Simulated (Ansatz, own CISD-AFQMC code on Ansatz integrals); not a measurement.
C3H6Si, SMILES `C1=C[SiH2]C1` (charge 0, multiplicity 1).

Z-matrix (Å, degrees):
```
C
H 1 1.0916
H 1 1.0916 2 108.30
C 1 1.5239 2 114.04 3 -128.15
C 4 1.3441 1 108.76 2 -117.45
H 5 1.0809 4 126.73 1 -179.96
H 4 1.0893 5 127.07 6 -0.02
Si 5 1.8583 6 142.48 4 -180.00
H 8 1.4850 5 117.96 6 66.08
H 8 1.4850 9 107.69 5 136.62
```
Charge 0, multiplicity 1.

Frozen-core correlation energies in cc-pVDZ at a geometry from B3LYP-D3(BJ)/def2-TZVP, on an HF energy of -405.98615 Ha (<S^2> = 0.00). Wave-function levels are from Ansatz, the walk from an own CISD-AFQMC code on Ansatz integrals (time step 0.005/Ha, trial state from CCSD amplitudes, largest double 0.10).

| level | correlation energy (mHa) |
|---|---|
| MP2 | -499.9 |
| CCSD | -547.9 |
| CCSD(T) | -567.8 |

Q: What correlation energy does phaseless AFQMC give, and where does it lie among these levels?

A: -569.5 ± 0.4 mHa (one standard error). AFQMC minus each level: MP2 -69.6 mHa, CCSD -21.6 mHa, CCSD(T) -1.8 mHa.
